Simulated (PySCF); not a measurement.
**Be (beryllium, neutral) across methods**

[He] 2s1 3s1, high-spin 3S determinant (an excited configuration). Calculation: PySCF 2.14, in aug-pcseg-2; no relativity, point nucleus.

```json
{"method": "r2SCAN", "E (hartree)": "-14.4285", "mean ε 1s β (eV)": "-115.54", "mean ε 2s α (eV)": "-10.554", "mean ε 3s α (eV)": "-1.735", "Σ⟨r²⟩ (bohr²)": "67.58", "⟨S²⟩": "2.000"}
{"method": "wB97M-V", "E (hartree)": "-14.4341", "mean ε 1s β (eV)": "-121.59", "mean ε 2s α (eV)": "-13.014", "mean ε 3s α (eV)": "-2.589", "Σ⟨r²⟩ (bohr²)": "62.31", "⟨S²⟩": "2.000"}
{"method": "PBE0", "E (hartree)": "-14.4140", "mean ε 1s β (eV)": "-118.69", "mean ε 2s α (eV)": "-11.384", "mean ε 3s α (eV)": "-2.088", "Σ⟨r²⟩ (bohr²)": "66.36", "⟨S²⟩": "2.000"}
{"method": "PBE", "E (hartree)": "-14.4073", "mean ε 1s β (eV)": "-112.98", "mean ε 2s α (eV)": "-10.342", "mean ε 3s α (eV)": "-1.790", "Σ⟨r²⟩ (bohr²)": "65.40", "⟨S²⟩": "2.000"}
{"method": "LDA", "E (hartree)": "-14.2222", "mean ε 1s β (eV)": "-111.29", "mean ε 2s α (eV)": "-10.216", "mean ε 3s α (eV)": "-1.759", "Σ⟨r²⟩ (bohr²)": "65.79", "⟨S²⟩": "2.000"}
{"method": "UHF", "E (hartree)": "-14.37512", "mean ε 1s β (eV)": "-135.07", "mean ε 2s α (eV)": "-14.172", "mean ε 3s α (eV)": "-2.715", "Σ⟨r²⟩ (bohr²)": "69.58", "⟨S²⟩": "2.000"}
{"method": "PBEsol", "E (hartree)": "-14.3117", "mean ε 1s β (eV)": "-112.02", "mean ε 2s α (eV)": "-10.237", "mean ε 3s α (eV)": "-1.761", "Σ⟨r²⟩ (bohr²)": "66.23", "⟨S²⟩": "2.000"}
{"method": "CAM-B3LYP", "E (hartree)": "-14.4180", "mean ε 1s β (eV)": "-120.01", "mean ε 2s α (eV)": "-12.654", "mean ε 3s α (eV)": "-2.404", "Σ⟨r²⟩ (bohr²)": "67.21", "⟨S²⟩": "2.000"}
{"method": "BP86", "E (hartree)": "-14.4338", "mean ε 1s β (eV)": "-113.33", "mean ε 2s α (eV)": "-10.384", "mean ε 3s α (eV)": "-1.836", "Σ⟨r²⟩ (bohr²)": "65.40", "⟨S²⟩": "2.000"}
```

The outer electron is Rydberg-like, and this basis confines it to a smaller radius and binds it less than a complete one would.
